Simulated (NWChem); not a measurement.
Molecule: BH, singlet; SMILES [BH]

```xyz
2

B      0.0000     0.0000     0.2379
H      0.0000     0.0000    -1.0144
```
Atoms are numbered in this order, from 1.

All runs: NWChem. Pople sets run with spherical d functions. Low-valent species are run as closed-shell singlets; no triplet was tried in these runs. The geometry was optimised at PBE0/def2-SVP. Core excitations by TDA in a window of 1s orbitals, non-relativistic and unshifted: absolute energies depend strongly on the exact-exchange share.

For level B K edge, PBE0/def2-TZVP:

```
Item                                       Value
----------------------------------------  ------
first 1s excitation (eV)                   181.4
dipole oscillator strength of the first   0.0741
first state with f > 0.002 (eV)            181.4
dipole oscillator strength of that state  0.0741
```

Q: How do the values read with level B K edge, PBE/6-311G** instead?

A: 
| Quantity | Value |
|---|---|
| first 1s excitation (eV) | 176.5 |
| dipole oscillator strength of the first | 0.0566 |
| first state with f > 0.002 (eV) | 176.5 |
| dipole oscillator strength of that state | 0.0566 |
